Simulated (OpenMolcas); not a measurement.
# Co2+, Rh2+, Ir2+: d7 down the group

| Property | Result |
| --- | --- |
| Program | OpenMolcas |
| Method | CASSCF |
| Basis | ANO-R3 |
| Scalar Hamiltonian | X2C, finite nucleus |
| Spin-orbit coupling | RASSI with atomic mean-field integrals over the reference wave functions, term energies averaged over their components |

Active space for each ion: 7 electrons in 5 orbitals (d).

Computed levels in cm-1 above 4F 9/2:

| Level | Co2+ | Rh2+ | Ir2+ |
| --- | --- | --- | --- |
| 4F 7/2 | 831 | 2105 | 7606 |
| 4F 5/2 | 1446 | 3491 | 10125 |
| 4F 3/2 | 1870 | 4383 | 10968 |
| 2G 9/2 | 19379 | 15519 | 17830 |
| 4P 5/2 | 19382 | 14975 | 17376 |
| 4P 1/2 | 20057 | 16430 | 20844 |
| 2G 7/2 | 20170 | 17627 | 24143 |
| 2H 11/2 | 25743 | 20572 | 23856 |
| 2P 1/2 | 26438 | 22524 | 31807 |
| weight of 4F in the lowest level (%) | 100 | 98 | 88 |

Mixed levels, with the weight of the term that names them: Ir2+ 4F 3/2 (51 %), Ir2+ 2G 9/2 (64 %), Ir2+ 4P 1/2 (70 %), Ir2+ 2P 1/2 (70 %).

Measured, with the error of the calculation in %. Measured levels: Co2+ from Sugar and Corliss, J. Phys. Chem. Ref. Data 10, 1097 (1981); Rh2+ from the list in Shadmi, J. Res. Natl. Bur. Stand. 70A, 435 (1966).

```tsv
Level	Co2+	Rh2+
4F 7/2	841 (-1.2)	2148 (-2.0)
4F 5/2	1451 (-0.4)	3486 (+0.2)
4F 3/2	1867 (+0.1)	4322 (+1.4)
2G 9/2	16978 (+14.1)	
4P 5/2	15202 (+27.5)	11062 (+35.4)
4P 1/2	15811 (+26.8)	
2G 7/2	17766 (+13.5)	
2H 11/2	22720 (+13.3)
```

The fine-structure level 4F 3/2 changes by a factor of 5.87 from Co2+ to Ir2+.

Without spin-orbit coupling 2G lies 18928, 14506, 13437 cm-1 above 4F in that order; the difference to the level 2G 9/2, of either sign, comes from spin-orbit coupling, which also lowers the zero.

Without dynamic correlation excited terms often stand tens of per cent too high (terms of higher spin than the ground term too low), and those without a measured partner can miss by more than the paired ones. Levels of configurations with an s electron are missing; early in the row they begin among the upper levels of the d shell and mix with terms of their name (holds for Rh2+). Configurations with an s electron lie low in 5d ions of this charge, fall among these levels and mix in, so low-spin terms can stand far too high, up to twice their true height, and weights are not those of the real levels (holds for Ir2+). Measured partners are found by configuration, term and J. A level has none where our copy of the source lacks it or the pairing is in doubt (some pairs that miss far off the trend of their configuration count as doubtful), and it then counts in no deviation. Only configurations of the active space appear.
